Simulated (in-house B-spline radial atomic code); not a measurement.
**Ionising the copper ion Cu²⁺ with different functionals**

Computed with a radial B-spline atomic code at the basis-set limit: non-relativistic Hamiltonian, point nucleus, spin-polarised at highest spin, spherical fractional occupations for the functionals, and exact exchange of hybrids averaged over the configuration. The ionisation energy is the difference of two self-consistent energies, [Ar] 3d9 → [Ar] 3d8, without Breit or QED terms; ε is the level of the shell that loses the electron (its least bound occupied spin orbital).

```tsv
method	rung	ΔSCF (eV)	-ε(3d) (eV)
PBE0	global hybrid	37.88	31.97
B3LYP	global hybrid	38.19	31.64
TPSSh	global hybrid	?	?
M06-2X	global hybrid	37.40	35.22
BHandHLYP	global hybrid	37.40	34.72
r2SCAN0	global hybrid	37.83	31.98
B97-1	global hybrid	37.94	31.51
HSE06	range-separated hybrid	37.87	31.54
wB97X	range-separated hybrid	37.79	34.37
CAM-B3LYP	range-separated hybrid	?	?
LC-wPBE	range-separated hybrid	38.24	34.60
```

Problem. What does CAM-B3LYP give?

Solution. ΔSCF 38.16 eV, and -ε(3d) = 33.64 eV.

Problem. What does TPSSh give?

Solution. ΔSCF 38.01 eV, and -ε(3d) = 30.18 eV.

Problem. Among the functionals, which spreads more, the ΔSCF values or the orbital energies?

Solution. The orbital energies: ΔSCF values span about 0.84 eV and the orbital energies 5.04 eV; here energy differences depend much less on the functional than eigenvalues do.

Problem. How do they compare with the NIST value?

Solution. NIST lists 36.84 eV ± 0.012 (measured, ground level to ground level). Errors run from +0.56 to +1.40 eV; BHandHLYP is closest (+0.56 eV), though others lie within the uncertainty of it, and part of that can be cancellation, since the calculations leave out relativity, Breit-QED terms, multiplet and fine-structure energies.
